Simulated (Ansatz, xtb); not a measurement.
## C4H10BF: which of two conformers lies lower

Structure X is `CCCB(C)F`, a singlet and structure Y is `CCCB(C)F`, a singlet. Both are isolated molecules in the gas phase, relaxed with PBE0-D3(BJ)/def2-SVP.

X (Å):

```xyz
16

C    -1.2914    0.2504   -0.3442
C     0.7266   -0.2494   -2.2325
C    -1.0717   -1.0843    0.3626
C    -1.6592   -2.2634   -0.3988
B    -0.5633    0.4769   -1.7179
F    -1.0824    1.4143   -2.5225
H    -2.3690    0.4606   -0.4676
H    -0.9212    1.0812    0.2920
H     1.2440   -0.8516   -1.4734
H     1.4340    0.4705   -2.6742
H     0.4338   -0.9282   -3.0539
H    -1.5128   -1.0501    1.3731
H     0.0086   -1.2489    0.5182
H    -1.2072   -2.3635   -1.3992
H    -2.7453   -2.1419   -0.5418
H    -1.4981   -3.2141    0.1319
```

Y (Å):

| atom | x (Å) | y (Å) | z (Å) |
| --- | --- | --- | --- |
| C | -0.5959 | -2.8215 | 0.4201 |
| C | -0.4434 | -1.3257 | 0.6480 |
| C | -1.1461 | -0.4721 | -0.4013 |
| C | -0.3378 | 1.8526 | 0.9087 |
| B | -1.0589 | 1.0897 | -0.2537 |
| F | -1.6631 | 1.8097 | -1.2062 |
| H | -0.1839 | -3.1193 | -0.5578 |
| H | -0.0768 | -3.4086 | 1.1932 |
| H | -1.6570 | -3.1197 | 0.4312 |
| H | 0.6299 | -1.0679 | 0.6731 |
| H | -0.8277 | -1.0681 | 1.6505 |
| H | -0.7782 | -0.7226 | -1.4158 |
| H | -2.2241 | -0.7254 | -0.4472 |
| H | -0.7865 | 1.5677 | 1.8760 |
| H | -0.3797 | 2.9460 | 0.8076 |
| H | 0.7176 | 1.5378 | 0.9735 |

Question: Estimate E(Y) − E(X) at the level CCSD(T)/def2-SVP + ΔMP2/def2-TZVPP.

Answer: Too close to call at this level: CCSD(T)/def2-SVP + ΔMP2/def2-TZVPP gives E(Y) − E(X) = −0.004 eV.

The same difference at several levels:

| level | geometry | E(Y) − E(X) (eV) | departure from the last row (eV) | job, with rough time for the two |
| --- | --- | --- | --- | --- |
| PBE0-D3(BJ)/def2-SVP | PBE0-D3(BJ)/def2-SVP | −0.003 | +0.002 | optimisation, 65 s |
| HF/def2-SVP | PBE0-D3(BJ)/def2-SVP | −0.030 | −0.025 | part of the CCSD(T) run |
| MP2/def2-SVP | PBE0-D3(BJ)/def2-SVP | −0.004 | 0.000 | part of the CCSD(T) run |
| CCSD(T)/def2-SVP | PBE0-D3(BJ)/def2-SVP | −0.008 | −0.003 | single point |
| CCSD(T)/def2-SVP + ΔMP2/def2-TZVPP | PBE0-D3(BJ)/def2-SVP | −0.004 |  | single point, 96 s |

The largest departure from CCSD(T)/def2-SVP + ΔMP2/def2-TZVPP is that of HF/def2-SVP, 0.025 eV. Levels run at GFN2-xTB geometries aren't shown. The last row adds to CCSD(T) the change of the MP2 difference between the two basis sets, here +0.003 eV.

With harmonic frequencies from PBE0-D3(BJ)/def2-SVP (ideal gas, rigid rotor, one conformer each, 298.15 K, 1 atm): on the last row, ΔE + ΔZPE = −0.015 eV. A mode under 50 cm⁻¹ makes harmonic enthalpies and free energies unreliable, so none is given.

The correlated steps freeze 6 core orbitals. Run with Ansatz 0.2.0; the last row on 2 threads of Arm Neoverse V1 on a shared host.
